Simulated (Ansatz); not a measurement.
Calculated with Ansatz (gas phase, PBE0-D4/def2-TZVP geometries, no zero-point term in ΔE). CBS: MP2 limit from def2 TZ/QZ plus the TZ coupled-cluster correction, frozen cores. Functionals use def2-TZVPP. B3LYP here is the variant with VWN-RPA as its local correlation; programs differ in this. Each species was taken in one conformer, which may not be the lowest.

Consider the formal exchange of groups at the Si–N bond: `C/C([SiH3])=N\[SiH3]` + `O[SiH2]S[SiH3]` → `O[SiH2]S[SiH2][SiH3]` + `CC(=N)[SiH3]`.

```json
{"level": "PBE-D4", "ΔE (kcal/mol)": "2.4", "difference from CCSD(T)/CBS": "-3.1"}
{"level": "r2SCAN-D4", "ΔE (kcal/mol)": "5.2", "difference from CCSD(T)/CBS": "-0.3"}
{"level": "PBE0-D4", "ΔE (kcal/mol)": "3.2", "difference from CCSD(T)/CBS": "-2.3"}
{"level": "B3LYP-D4", "ΔE (kcal/mol)": "6.7", "difference from CCSD(T)/CBS": "1.2"}
{"level": "ωB97X-V", "ΔE (kcal/mol)": "5.5", "difference from CCSD(T)/CBS": "0.0"}
{"level": "ωB97M-V", "ΔE (kcal/mol)": "6.6", "difference from CCSD(T)/CBS": "1.1"}
{"level": "B2PLYP", "ΔE (kcal/mol)": "7.3", "difference from CCSD(T)/CBS": "1.8"}
{"level": "PBE", "ΔE (kcal/mol)": "2.5", "difference from CCSD(T)/CBS": "-3.0"}
{"level": "r2SCAN", "ΔE (kcal/mol)": "5.2", "difference from CCSD(T)/CBS": "-0.3"}
{"level": "PBE0", "ΔE (kcal/mol)": "3.3", "difference from CCSD(T)/CBS": "-2.2"}
{"level": "B3LYP", "ΔE (kcal/mol)": "6.9", "difference from CCSD(T)/CBS": "1.4"}
{"level": "HF/def2-TZVPP", "ΔE (kcal/mol)": "10.0", "difference from CCSD(T)/CBS": "4.5"}
{"level": "MP2/def2-TZVPP", "ΔE (kcal/mol)": "7.6", "difference from CCSD(T)/CBS": "2.1"}
{"level": "SCS-MP2/def2-TZVPP", "ΔE (kcal/mol)": "8.2", "difference from CCSD(T)/CBS": "2.7"}
{"level": "CCSD/def2-TZVPP", "ΔE (kcal/mol)": "6.0", "difference from CCSD(T)/CBS": "0.5"}
{"level": "CCSD(T)/def2-TZVPP", "ΔE (kcal/mol)": "5.6", "difference from CCSD(T)/CBS": "0.1"}
{"level": "HF/def2-QZVPP", "ΔE (kcal/mol)": "10.2", "difference from CCSD(T)/CBS": "4.7"}
{"level": "MP2/def2-QZVPP", "ΔE (kcal/mol)": "7.6", "difference from CCSD(T)/CBS": "2.1"}
{"level": "SCS-MP2/def2-QZVPP", "ΔE (kcal/mol)": "8.2", "difference from CCSD(T)/CBS": "2.7"}
{"level": "HF/CBS(def2)", "ΔE (kcal/mol)": "10.2", "difference from CCSD(T)/CBS": "4.7"}
{"level": "MP2/CBS(def2)", "ΔE (kcal/mol)": "7.5", "difference from CCSD(T)/CBS": "2.0"}
{"level": "CCSD/CBS(def2)", "ΔE (kcal/mol)": "5.9", "difference from CCSD(T)/CBS": "0.4"}
{"level": "CCSD(T)/CBS", "ΔE (kcal/mol)": "5.5", "difference from CCSD(T)/CBS": "0"}
```

Largest T1 diagnostic among the species: 0.013.

In def2-TZVPP, CCSD(T) changes the Hartree–Fock value by −4.4 kcal/mol (the triples alone add −0.4 kcal/mol) and MP2 by −2.4 kcal/mol. From PBE to PBE0 (25 % exact exchange), in def2-TZVPP and without D4, ΔE moves by +0.8 kcal/mol.
